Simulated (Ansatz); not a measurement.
Isomers of CH$_{5}$AlO$_{2}$Si, relaxed with PBE0-D4/def2-TZVP in Ansatz; electronic energies, one conformer each and not always the lowest. Functionals use def2-TZVPP; CBS adds triple-zeta CCSD(T) − MP2 to the MP2 limit of def2-TZVPP and def2-QZVPP.

(1) Order them by energy at frozen-core CCSD(T)/CBS, lowest first. (Estimate.)
A. `C[SiH]1[O][Al]1[OH]`
B. `[OH][Al]1[O]C[SiH2]1`
C. `O=[C]([AlH2])O[SiH3]`

(2) How do HF/CBS(def2), ωB97M-V, B3LYP-D4, PBE0-D4 place them (kJ/mol, against `C[SiH]1[O][Al]1[OH]`)? (Best estimate.)

Results:

(1) A (0.0 kJ/mol), B (103.5 kJ/mol), C (272.7 kJ/mol).

(2) Ansatz gave: 
```tsv
isomer	HF/CBS(def2)	ωB97M-V	B3LYP-D4	PBE0-D4
`[OH][Al]1[O]C[SiH2]1`	99.9	100.8	98.5	93.5
`O=[C]([AlH2])O[SiH3]`	215.2	259.0	248.8	270.6
```

B3LYP here is the variant with VWN-RPA as its local correlation; programs differ in this.
